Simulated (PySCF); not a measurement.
Species: C3H12SSi2.
Cartesian coordinates in Å at the PBE0-D3(BJ)/def2-SVP level; atoms count from 1:
```
atom  x, y, z in Å
C1    -3.2728    0.2898    0.0194
C2    -1.9022    0.6900   -0.5059
C3    -0.7549   -0.0252    0.2081
Si4    0.9491    0.4600   -0.4100
S5     2.3852   -0.6747    0.7349
Si6    4.1972    0.0973   -0.1205
H7    -3.3700    0.5223    1.0919
H8    -4.0794    0.8176   -0.5121
H9    -3.4442   -0.7919   -0.1002
H10   -1.7764    1.7824   -0.4052
H11   -1.8494    0.4833   -1.5892
H12   -0.7865    0.1789    1.2930
H13   -0.8542   -1.1200    0.1023
H14    1.1098    0.1567   -1.8667
H15    1.1972    1.9241   -0.2224
H16    4.3029    1.5736    0.0829
H17    5.3184   -0.5908    0.5793
H18    4.2654   -0.1850   -1.5861
```

The calculation used PBE0-D3(BJ)/def2-SVP geometry optimisation, gas phase in PySCF 2.14.0.

Masses are those of the commonest isotopes; rigid-rotor values at the optimised geometry. The values belong to one conformer with, in the numbering `[CH3:1][CH2:2][CH2:3][SiH2:4][S:5][SiH3:6]`, C1–C2–C3–Si4 180°, C2–C3–Si4–S5 180°, C3–Si4–S5–Si6 -179°.

Q: Give the principal moments of inertia and the rotational constants in GHz.

A: Ia = 70.84, Ib = 849.33, Ic = 898.87 u·Å²; 505379 MHz·u·Å²/I gives 7134, 595.0 and 562.2 MHz, that is A = 7.1337, B = 0.5950, C = 0.5622 GHz.

Q: Classify the top.

A: A near-prolate asymmetric top: κ = (2 × 595.0 − 7134 − 562.2)/(7134 − 562.2) = -0.99.

Q: Is it planar, by Δ = Ic − Ia − Ib?

A: Not planar: Δ = Ic − Ia − Ib = -21.30 u·Å². For a rigid frame Δ = −2 Σ m c², so Σ m c² = 10.65 u·Å² lies off the ab plane: 10.62 from hydrogen and 0.03 from heavier atoms. The atom farthest from that plane is 1.24 Å away.

Q: Give the other two planar moments, Paa and Pbb, and the rms extents of the mass along the axes.

A: Paa = Σ m a² = (Ib + Ic − Ia)/2 = 838.68 and Pbb = Σ m b² = (Ia + Ic − Ib)/2 = 60.19 u·Å². With the mass M = 136.02 u, the rms extents √(P/M) along a, b and c are 2.48, 0.67, 0.28 Å.

Q: Which types of transition are allowed, and where do some lines up to J = 5 fall?

A: The dipole components are |μa| = 1.09 D, |μb| = 0.75 D, |μc| = 0.02 D. Intensities carry the squares of the components, which stand as 1.00 : 0.47 : 0.00 (a : b : c). Some lines, for components of 0.1 D or more:

```
type  branch         J(Ka,Kc)    MHz  lower level (cm⁻¹)
   a       R  1(0,1) ← 0(0,0)   1157               0.000
   a       R  4(2,3) ← 3(2,2)   4629               1.106
   a       R  5(4,2) ← 4(4,1)   5787               3.884
   a       R  5(4,1) ← 4(4,0)   5787               3.884
   a       R  5(1,4) ← 4(1,3)   5868               0.610
   b       Q  1(1,0) ← 1(0,1)   6571               0.039
   b       R  4(1,4) ← 3(0,3)  11020               0.232
   b       Q  2(2,0) ← 2(1,1)  19616               0.336
   b       R  2(2,0) ← 1(1,1)  21996               0.257
   b       R  3(2,2) ← 2(1,1)  23088               0.336
   b       Q  4(3,1) ← 4(2,2)  32774               1.261
   b       R  5(3,3) ← 4(2,2)  38561               1.261
   b       Q  5(4,2) ← 5(3,3)  45885               2.547
```

No frequency check. These are rigid-rotor constants of the computed structure; measured ground-state constants (B0) also hold zero-point vibration. A rigid rotor knows nothing of internal rotation, which can split or shift real lines.
